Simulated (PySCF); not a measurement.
**Potassium: a sound run and one with changed settings**

Sound run: K⁺ [Ar], K²⁺ [Ne] 3s2 3p5. All numbers are calculated (PySCF 2.14, the non-relativistic Hamiltonian (point nucleus), in 6-31G* (5s4p3d, 32 functions)). The sound run starts from symmetry-adapted Hartree-Fock orbitals and uses a fine grid where one is needed.

Changed run: radial step 1.2 in ln r (0.13 in the sound run). This setting is unsound on purpose.

```
species  method  sound run (hartree)  changed run (hartree)  converged
     K⁺     UHF           -598.97167             -598.97167        yes
     K⁺    TPSS           -599.73105             -596.63792        yes
     K⁺    BP86           -599.76068             -596.87448        yes
    K²⁺     UHF           -597.81409             -597.81409        yes
    K²⁺    TPSS           -598.52679             -595.47646        yes
    K²⁺    BP86           -598.55338             -595.70723        yes
```

Ionisation energy of K⁺:

```json
{"method": "UHF", "sound run (eV)": "31.499", "changed run (eV)": "31.499"}
{"method": "TPSS", "sound run (eV)": "32.770", "changed run (eV)": "31.605"}
{"method": "BP86", "sound run (eV)": "32.852", "changed run (eV)": "31.762"}
```

A coarse radial grid mis-integrates the density and the exchange-correlation energy, with errors of either sign; Hartree-Fock needs no grid.

For comparison, NIST gives 31.625 eV between the lowest levels.
